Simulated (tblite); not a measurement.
A geometry optimisation, step by step.

Species: C3H10BN.
SMILES with atom numbers: `[BH3-:1][NH2+:2][CH2:3][CH:4]=[CH2:5]` (hydrogens: H6, H7, H8 on B1; H9, H10 on N2; H11, H12 on C3; H13 on C4; H14, H15 on C5)
Bond orders are those of one Lewis drawing.

Computed with GFN2-xTB (tblite), gas phase: L-BFGS steps from a force-field or distance-geometry start until the largest atomic force falls under 0.01 eV/Å. 13 of its 80 geometries are shown.

Step 0: E = -425.1272 eV, largest atomic force 2.085 eV/Å
```
atom  x, y, z in Å  |  force x, y, z in eV/Å
B1     -2.071   -0.051   -0.119   -2.006  -0.440   0.361
N2     -0.614    0.429   -0.250    1.086   0.187   0.575
C3      0.238   -0.741   -0.414   -0.144  -1.215  -0.879
C4      1.685   -0.461   -0.362    0.251   0.844   0.198
C5      2.076    0.783   -0.136    1.363  -0.182  -0.128
H6     -2.628    0.613    0.708    0.050   0.057   0.144
H7     -2.013   -1.199    0.218   -0.444   0.020   0.074
H8     -2.665    0.079   -1.144    0.153  -0.102  -0.275
H9     -0.374    0.879    0.658   -0.154  -0.129  -1.117
H10    -0.583    1.057   -1.063    0.342  -0.198   0.734
H11    -0.018   -1.201   -1.407    0.084   0.198   0.729
H12     0.001   -1.511    0.360   -0.056   0.591  -0.456
H13     2.409   -1.264   -0.463   -0.352   0.103  -0.033
H14     1.405    1.617   -0.020    0.275   0.013  -0.013
H15     3.148    0.979   -0.097   -0.449   0.254   0.086
```

Step 7: E = -425.4749 eV, largest atomic force 0.350 eV/Å
```
atom  x, y, z in Å  |  force x, y, z in eV/Å
B1     -2.202   -0.080   -0.097   -0.076   0.001   0.041
N2     -0.635    0.380   -0.240    0.350   0.012   0.008
C3      0.253   -0.758   -0.443    0.040  -0.076  -0.004
C4      1.713   -0.420   -0.368   -0.054   0.041   0.004
C5      2.165    0.802   -0.148    0.027  -0.006  -0.001
H6     -2.664    0.639    0.747   -0.060  -0.090  -0.224
H7     -2.151   -1.226    0.249   -0.238   0.159   0.006
H8     -2.672    0.059   -1.189   -0.073  -0.030   0.166
H9     -0.364    0.872    0.608   -0.109  -0.143   0.110
H10    -0.528    1.042   -1.002   -0.148  -0.014  -0.090
H11    -0.006   -1.225   -1.403    0.122   0.083   0.103
H12     0.002   -1.492    0.332    0.127  -0.021  -0.043
H13     2.383   -1.265   -0.474   -0.048   0.123  -0.030
H14     1.489    1.636   -0.026    0.190   0.061  -0.023
H15     3.213    1.043   -0.074   -0.052  -0.099  -0.021
```

Step 13: E = -425.5260 eV, largest atomic force 0.299 eV/Å
```
atom  x, y, z in Å  |  force x, y, z in eV/Å
B1     -2.240   -0.084   -0.097    0.022   0.089   0.008
N2     -0.633    0.351   -0.230   -0.134   0.060   0.061
C3      0.283   -0.760   -0.441   -0.292  -0.060  -0.023
C4      1.728   -0.395   -0.368   -0.014   0.101  -0.024
C5      2.201    0.819   -0.152    0.061  -0.040  -0.004
H6     -2.713    0.659    0.705    0.022   0.098  -0.023
H7     -2.278   -1.208    0.277    0.088  -0.095   0.048
H8     -2.712    0.047   -1.177   -0.006   0.004  -0.120
H9     -0.393    0.825    0.636   -0.052  -0.034   0.002
H10    -0.559    1.022   -0.991   -0.053  -0.034   0.076
H11     0.042   -1.220   -1.405    0.070   0.008  -0.013
H12     0.054   -1.509    0.323    0.066  -0.061   0.020
H13     2.387   -1.237   -0.494    0.173  -0.057   0.008
H14     1.575    1.686   -0.034   -0.062   0.050   0.023
H15     3.254    1.012   -0.080    0.112  -0.029  -0.039
```

Step 20: E = -425.5397 eV, largest atomic force 0.087 eV/Å
```
atom  x, y, z in Å  |  force x, y, z in eV/Å
B1     -2.261   -0.080   -0.101    0.064   0.019  -0.004
N2     -0.653    0.336   -0.214    0.003  -0.004   0.013
C3      0.279   -0.764   -0.439   -0.008   0.007  -0.012
C4      1.727   -0.383   -0.372    0.038   0.005   0.032
C5      2.219    0.823   -0.157   -0.009   0.023  -0.005
H6     -2.725    0.697    0.676   -0.020   0.010  -0.033
H7     -2.292   -1.201    0.296   -0.016  -0.005   0.036
H8     -2.716    0.037   -1.195    0.022  -0.041  -0.024
H9     -0.423    0.799    0.659   -0.010  -0.025   0.003
H10    -0.590    1.016   -0.966    0.022   0.005   0.050
H11     0.061   -1.216   -1.411   -0.035   0.017   0.013
H12     0.081   -1.531    0.319   -0.017   0.026  -0.031
H13     2.404   -1.215   -0.495    0.007  -0.083  -0.026
H14     1.605    1.698   -0.029   -0.037   0.048   0.018
H15     3.280    0.993   -0.100   -0.003  -0.003  -0.029
```

Step 26: E = -425.5512 eV, largest atomic force 0.212 eV/Å
```
atom  x, y, z in Å  |  force x, y, z in eV/Å
B1     -2.248   -0.079   -0.114   -0.095  -0.076  -0.028
N2     -0.655    0.330   -0.181    0.008  -0.015   0.017
C3      0.275   -0.760   -0.438    0.148   0.046   0.045
C4      1.732   -0.382   -0.373   -0.064  -0.047  -0.055
C5      2.225    0.828   -0.170   -0.036  -0.031   0.006
H6     -2.742    0.746    0.593   -0.054   0.015  -0.048
H7     -2.300   -1.172    0.357   -0.015   0.021   0.027
H8     -2.660   -0.037   -1.233    0.026  -0.036   0.023
H9     -0.460    0.749    0.721    0.097   0.034   0.049
H10    -0.589    1.043   -0.898    0.084   0.055   0.017
H11     0.038   -1.192   -1.415    0.050   0.057  -0.061
H12     0.075   -1.550    0.292    0.005   0.000   0.075
H13     2.399   -1.231   -0.508   -0.086   0.192  -0.026
H14     1.616    1.708   -0.004    0.039  -0.160  -0.077
H15     3.290    1.006   -0.155   -0.107  -0.054   0.037
```

Step 33: E = -425.5897 eV, largest atomic force 0.171 eV/Å
```
atom  x, y, z in Å  |  force x, y, z in eV/Å
B1     -2.242   -0.087   -0.141   -0.059   0.001   0.017
N2     -0.653    0.329   -0.079    0.030   0.026   0.028
C3      0.270   -0.742   -0.424   -0.115  -0.072  -0.046
C4      1.718   -0.380   -0.396    0.031   0.016  -0.039
C5      2.224    0.822   -0.206    0.022   0.022   0.040
H6     -2.824    0.838    0.337    0.006   0.019  -0.021
H7     -2.355   -1.079    0.508    0.014  -0.009   0.022
H8     -2.510   -0.254   -1.289    0.043  -0.011  -0.026
H9     -0.481    0.641    0.870    0.013   0.033   0.073
H10    -0.528    1.119   -0.703   -0.024   0.031  -0.037
H11     0.018   -1.091   -1.431   -0.059  -0.034  -0.032
H12     0.076   -1.577    0.253    0.006  -0.056   0.037
H13     2.376   -1.213   -0.584    0.078  -0.113  -0.057
H14     1.623    1.687    0.004   -0.093   0.143  -0.011
H15     3.282    0.997   -0.247    0.106   0.004   0.054
```

Step 40: E = -425.5972 eV, largest atomic force 0.058 eV/Å
```
atom  x, y, z in Å  |  force x, y, z in eV/Å
B1     -2.242   -0.087   -0.146    0.050  -0.001   0.011
N2     -0.648    0.329   -0.041   -0.018   0.003  -0.012
C3      0.264   -0.742   -0.425   -0.055   0.007  -0.016
C4      1.718   -0.378   -0.417   -0.027   0.011   0.006
C5      2.225    0.824   -0.211   -0.009  -0.020  -0.012
H6     -2.847    0.864    0.243    0.033   0.013  -0.001
H7     -2.376   -1.039    0.555   -0.018  -0.023   0.036
H8     -2.444   -0.327   -1.294    0.003   0.002  -0.033
H9     -0.482    0.613    0.920    0.014  -0.015  -0.024
H10    -0.520    1.137   -0.642   -0.010  -0.023  -0.004
H11    -0.016   -1.071   -1.433   -0.009   0.010   0.018
H12     0.080   -1.593    0.239    0.043   0.039  -0.001
H13     2.374   -1.212   -0.624    0.009  -0.003  -0.005
H14     1.623    1.694   -0.005   -0.010   0.001   0.014
H15     3.286    0.997   -0.246    0.005  -0.003   0.023
```

Step 46: E = -425.5987 eV, largest atomic force 0.018 eV/Å
```
atom  x, y, z in Å  |  force x, y, z in eV/Å
B1     -2.236   -0.089   -0.143   -0.002   0.005  -0.002
N2     -0.648    0.329   -0.047   -0.002  -0.008  -0.005
C3      0.261   -0.742   -0.430    0.014   0.003   0.001
C4      1.715   -0.378   -0.422    0.004   0.000  -0.017
C5      2.221    0.823   -0.208   -0.004  -0.001   0.018
H6     -2.834    0.863    0.255   -0.001   0.008   0.001
H7     -2.373   -1.046    0.554    0.002   0.010   0.001
H8     -2.445   -0.316   -1.294   -0.004  -0.011   0.009
H9     -0.472    0.620    0.909    0.003   0.003  -0.007
H10    -0.528    1.131   -0.658   -0.005   0.000  -0.001
H11    -0.026   -1.078   -1.432    0.007  -0.009   0.001
H12     0.089   -1.586    0.245   -0.002   0.001  -0.005
H13     2.374   -1.211   -0.625   -0.004   0.001  -0.002
H14     1.616    1.693   -0.006    0.006  -0.006   0.012
H15     3.283    0.994   -0.225   -0.012   0.004  -0.004
```

Step 53: E = -425.5993 eV, largest atomic force 0.032 eV/Å
```
atom  x, y, z in Å  |  force x, y, z in eV/Å
B1     -2.237   -0.086   -0.141   -0.004  -0.008  -0.001
N2     -0.648    0.328   -0.051    0.006  -0.009  -0.006
C3      0.262   -0.743   -0.435    0.026  -0.006   0.008
C4      1.714   -0.376   -0.430    0.010  -0.004   0.024
C5      2.218    0.822   -0.199    0.007   0.013  -0.020
H6     -2.830    0.873    0.246   -0.009   0.005  -0.011
H7     -2.378   -1.034    0.567    0.006  -0.001   0.019
H8     -2.446   -0.333   -1.289   -0.007   0.011   0.006
H9     -0.465    0.619    0.904   -0.010   0.007   0.003
H10    -0.532    1.131   -0.661    0.007   0.001  -0.019
H11    -0.023   -1.085   -1.435   -0.017   0.000  -0.008
H12     0.096   -1.584    0.244   -0.021  -0.016   0.000
H13     2.372   -1.210   -0.637    0.000   0.027  -0.018
H14     1.613    1.690    0.012    0.003  -0.021   0.009
H15     3.280    0.996   -0.222    0.002   0.001   0.013
```

Step 59: E = -425.6011 eV, largest atomic force 0.038 eV/Å
```
atom  x, y, z in Å  |  force x, y, z in eV/Å
B1     -2.237   -0.082   -0.133    0.004   0.003   0.003
N2     -0.645    0.322   -0.068   -0.002   0.015   0.010
C3      0.267   -0.750   -0.447   -0.037   0.000  -0.003
C4      1.717   -0.374   -0.443   -0.009   0.009  -0.017
C5      2.213    0.821   -0.176   -0.005  -0.019   0.015
H6     -2.819    0.905    0.199   -0.002  -0.008   0.022
H7     -2.385   -0.989    0.625    0.001   0.008   0.007
H8     -2.455   -0.382   -1.265    0.001  -0.018  -0.026
H9     -0.454    0.621    0.883   -0.015   0.015   0.002
H10    -0.534    1.121   -0.685    0.020  -0.029  -0.014
H11    -0.022   -1.102   -1.443    0.013   0.022   0.009
H12     0.099   -1.589    0.238    0.010   0.007  -0.003
H13     2.380   -1.190   -0.695    0.018  -0.019  -0.008
H14     1.601    1.669    0.082   -0.008   0.022   0.004
H15     3.272    1.008   -0.200    0.011  -0.008  -0.002
```

Step 66: E = -425.6018 eV, largest atomic force 0.010 eV/Å
```
atom  x, y, z in Å  |  force x, y, z in eV/Å
B1     -2.237   -0.081   -0.130   -0.001  -0.004   0.005
N2     -0.644    0.323   -0.079   -0.004   0.006  -0.006
C3      0.267   -0.753   -0.450   -0.005   0.003   0.002
C4      1.717   -0.374   -0.446   -0.002   0.005  -0.005
C5      2.209    0.818   -0.164    0.003  -0.002   0.001
H6     -2.814    0.907    0.208   -0.003  -0.005  -0.007
H7     -2.378   -0.982    0.636    0.005  -0.007   0.003
H8     -2.466   -0.388   -1.259    0.003   0.001   0.005
H9     -0.453    0.636    0.868    0.000   0.000  -0.010
H10    -0.531    1.110   -0.710   -0.003   0.008   0.000
H11    -0.019   -1.106   -1.446    0.001   0.005   0.008
H12     0.100   -1.588    0.239    0.002  -0.001  -0.002
H13     2.382   -1.185   -0.710   -0.005  -0.005   0.002
H14     1.595    1.663    0.103    0.003   0.002   0.005
H15     3.268    1.008   -0.188    0.006  -0.007  -0.001
```

Step 72: E = -425.6020 eV, largest atomic force 0.021 eV/Å
```
atom  x, y, z in Å  |  force x, y, z in eV/Å
B1     -2.237   -0.083   -0.128    0.000  -0.003  -0.011
N2     -0.645    0.326   -0.083    0.002  -0.003   0.006
C3      0.265   -0.750   -0.450    0.013   0.003  -0.002
C4      1.715   -0.374   -0.447    0.005  -0.002   0.000
C5      2.211    0.817   -0.161    0.002   0.000  -0.002
H6     -2.818    0.903    0.208   -0.004  -0.003   0.003
H7     -2.372   -0.985    0.640    0.005   0.006  -0.003
H8     -2.465   -0.391   -1.256   -0.007  -0.010   0.000
H9     -0.455    0.644    0.862    0.007   0.004   0.011
H10    -0.531    1.111   -0.717   -0.013   0.000   0.000
H11    -0.020   -1.104   -1.446   -0.003  -0.004  -0.008
H12     0.101   -1.586    0.238   -0.017   0.012   0.004
H13     2.378   -1.186   -0.713   -0.001   0.010   0.000
H14     1.599    1.663    0.111    0.014  -0.009  -0.002
H15     3.270    1.003   -0.186   -0.001  -0.001   0.005
```

Step 79: E = -425.6025 eV, largest atomic force 0.008 eV/Å
```
atom  x, y, z in Å  |  force x, y, z in eV/Å
B1     -2.236   -0.088   -0.124    0.000   0.000   0.006
N2     -0.648    0.335   -0.093    0.000   0.004  -0.001
C3      0.263   -0.743   -0.456   -0.003   0.004  -0.002
C4      1.714   -0.370   -0.454   -0.001  -0.006   0.004
C5      2.218    0.810   -0.146    0.005   0.002   0.002
H6     -2.828    0.898    0.192    0.004   0.003   0.003
H7     -2.358   -0.974    0.664   -0.004  -0.005   0.004
H8     -2.468   -0.427   -1.244    0.002  -0.003  -0.005
H9     -0.451    0.662    0.847   -0.006   0.000   0.001
H10    -0.544    1.115   -0.735   -0.002   0.001  -0.002
H11    -0.024   -1.102   -1.450    0.002   0.000   0.000
H12     0.094   -1.573    0.237   -0.001   0.005  -0.004
H13     2.371   -1.180   -0.739    0.006  -0.004  -0.003
H14     1.614    1.655    0.146   -0.006   0.003  -0.002
H15     3.278    0.991   -0.172    0.004  -0.002   0.000
```

**Question.** Summarise the path.

**Answer.** The energy falls by 45.86 kJ/mol from step 0 to step 79; nine tenths of that is first reached at step 27. It falls at every step. The largest force goes from 2.085 to 0.008 eV/Å. Among the bonds B1–N2 changes most, from 1.539 to 1.644 Å; the atoms move by 0.325 Å rms after alignment.

**Question.** Follow the three bonds and two angles with the largest change from start to end.

**Answer.** 
```json
{"step": "0", "E above end (kJ/mol)": "45.86", "largest force (eV/Å)": "2.085", "B1–N2 (Å)": "1.539", "C3–H11 (Å)": "1.124", "N2–H9 (Å)": "1.042", "C3–C4–C5 (°)": "118.3", "C3–C4–H13 (°)": "120.6"}
{"step": "3", "E above end (kJ/mol)": "21.01", "largest force (eV/Å)": "0.718", "B1–N2 (Å)": "1.656", "C3–H11 (Å)": "1.082", "N2–H9 (Å)": "1.012", "C3–C4–C5 (°)": "122.1", "C3–C4–H13 (°)": "116.3"}
{"step": "7", "E above end (kJ/mol)": "12.31", "largest force (eV/Å)": "0.350", "B1–N2 (Å)": "1.639", "C3–H11 (Å)": "1.099", "N2–H9 (Å)": "1.016", "C3–C4–C5 (°)": "123.4", "C3–C4–H13 (°)": "114.9"}
{"step": "10", "E above end (kJ/mol)": "9.07", "largest force (eV/Å)": "0.214", "B1–N2 (Å)": "1.659", "C3–H11 (Å)": "1.093", "N2–H9 (Å)": "1.015", "C3–C4–C5 (°)": "124.9", "C3–C4–H13 (°)": "113.8"}
{"step": "14", "E above end (kJ/mol)": "6.85", "largest force (eV/Å)": "0.269", "B1–N2 (Å)": "1.668", "C3–H11 (Å)": "1.095", "N2–H9 (Å)": "1.015", "C3–C4–C5 (°)": "125.7", "C3–C4–H13 (°)": "113.3"}
{"step": "17", "E above end (kJ/mol)": "6.30", "largest force (eV/Å)": "0.084", "B1–N2 (Å)": "1.663", "C3–H11 (Å)": "1.094", "N2–H9 (Å)": "1.015", "C3–C4–C5 (°)": "126.3", "C3–C4–H13 (°)": "113.8"}
{"step": "21", "E above end (kJ/mol)": "5.96", "largest force (eV/Å)": "0.121", "B1–N2 (Å)": "1.664", "C3–H11 (Å)": "1.095", "N2–H9 (Å)": "1.015", "C3–C4–C5 (°)": "126.9", "C3–C4–H13 (°)": "113.8"}
{"step": "24", "E above end (kJ/mol)": "5.48", "largest force (eV/Å)": "0.103", "B1–N2 (Å)": "1.652", "C3–H11 (Å)": "1.095", "N2–H9 (Å)": "1.014", "C3–C4–C5 (°)": "126.9", "C3–C4–H13 (°)": "113.3"}
{"step": "27", "E above end (kJ/mol)": "4.38", "largest force (eV/Å)": "0.321", "B1–N2 (Å)": "1.646", "C3–H11 (Å)": "1.094", "N2–H9 (Å)": "1.013", "C3–C4–C5 (°)": "126.5", "C3–C4–H13 (°)": "113.0"}
{"step": "31", "E above end (kJ/mol)": "1.90", "largest force (eV/Å)": "0.149", "B1–N2 (Å)": "1.657", "C3–H11 (Å)": "1.097", "N2–H9 (Å)": "1.016", "C3–C4–C5 (°)": "126.4", "C3–C4–H13 (°)": "113.4"}
{"step": "34", "E above end (kJ/mol)": "1.13", "largest force (eV/Å)": "0.198", "B1–N2 (Å)": "1.638", "C3–H11 (Å)": "1.094", "N2–H9 (Å)": "1.016", "C3–C4–C5 (°)": "126.6", "C3–C4–H13 (°)": "113.7"}
{"step": "38", "E above end (kJ/mol)": "0.64", "largest force (eV/Å)": "0.066", "B1–N2 (Å)": "1.651", "C3–H11 (Å)": "1.096", "N2–H9 (Å)": "1.016", "C3–C4–C5 (°)": "126.4", "C3–C4–H13 (°)": "113.5"}
{"step": "41", "E above end (kJ/mol)": "0.45", "largest force (eV/Å)": "0.053", "B1–N2 (Å)": "1.647", "C3–H11 (Å)": "1.096", "N2–H9 (Å)": "1.016", "C3–C4–C5 (°)": "126.4", "C3–C4–H13 (°)": "113.7"}
{"step": "45", "E above end (kJ/mol)": "0.37", "largest force (eV/Å)": "0.027", "B1–N2 (Å)": "1.644", "C3–H11 (Å)": "1.095", "N2–H9 (Å)": "1.015", "C3–C4–C5 (°)": "126.4", "C3–C4–H13 (°)": "113.8"}
{"step": "48", "E above end (kJ/mol)": "0.36", "largest force (eV/Å)": "0.023", "B1–N2 (Å)": "1.645", "C3–H11 (Å)": "1.095", "N2–H9 (Å)": "1.016", "C3–C4–C5 (°)": "126.5", "C3–C4–H13 (°)": "113.6"}
{"step": "52", "E above end (kJ/mol)": "0.32", "largest force (eV/Å)": "0.033", "B1–N2 (Å)": "1.644", "C3–H11 (Å)": "1.095", "N2–H9 (Å)": "1.016", "C3–C4–C5 (°)": "126.4", "C3–C4–H13 (°)": "113.6"}
{"step": "55", "E above end (kJ/mol)": "0.26", "largest force (eV/Å)": "0.054", "B1–N2 (Å)": "1.643", "C3–H11 (Å)": "1.095", "N2–H9 (Å)": "1.016", "C3–C4–C5 (°)": "126.3", "C3–C4–H13 (°)": "113.7"}
{"step": "58", "E above end (kJ/mol)": "0.17", "largest force (eV/Å)": "0.045", "B1–N2 (Å)": "1.644", "C3–H11 (Å)": "1.096", "N2–H9 (Å)": "1.016", "C3–C4–C5 (°)": "126.3", "C3–C4–H13 (°)": "113.7"}
{"step": "62", "E above end (kJ/mol)": "0.09", "largest force (eV/Å)": "0.025", "B1–N2 (Å)": "1.644", "C3–H11 (Å)": "1.094", "N2–H9 (Å)": "1.015", "C3–C4–C5 (°)": "126.1", "C3–C4–H13 (°)": "114.0"}
{"step": "65", "E above end (kJ/mol)": "0.07", "largest force (eV/Å)": "0.012", "B1–N2 (Å)": "1.644", "C3–H11 (Å)": "1.095", "N2–H9 (Å)": "1.016", "C3–C4–C5 (°)": "126.1", "C3–C4–H13 (°)": "114.0"}
{"step": "69", "E above end (kJ/mol)": "0.06", "largest force (eV/Å)": "0.016", "B1–N2 (Å)": "1.644", "C3–H11 (Å)": "1.095", "N2–H9 (Å)": "1.015", "C3–C4–C5 (°)": "126.1", "C3–C4–H13 (°)": "113.9"}
{"step": "72", "E above end (kJ/mol)": "0.05", "largest force (eV/Å)": "0.021", "B1–N2 (Å)": "1.644", "C3–H11 (Å)": "1.095", "N2–H9 (Å)": "1.015", "C3–C4–C5 (°)": "126.2", "C3–C4–H13 (°)": "113.8"}
{"step": "76", "E above end (kJ/mol)": "0.01", "largest force (eV/Å)": "0.019", "B1–N2 (Å)": "1.644", "C3–H11 (Å)": "1.095", "N2–H9 (Å)": "1.016", "C3–C4–C5 (°)": "126.3", "C3–C4–H13 (°)": "113.7"}
{"step": "79", "E above end (kJ/mol)": "0.00", "largest force (eV/Å)": "0.008", "B1–N2 (Å)": "1.644", "C3–H11 (Å)": "1.095", "N2–H9 (Å)": "1.015", "C3–C4–C5 (°)": "126.3", "C3–C4–H13 (°)": "113.7"}
```

The cost below is that of the whole relaxation. On Arm Neoverse V2, one thread (shared host), this took 0.26 s.
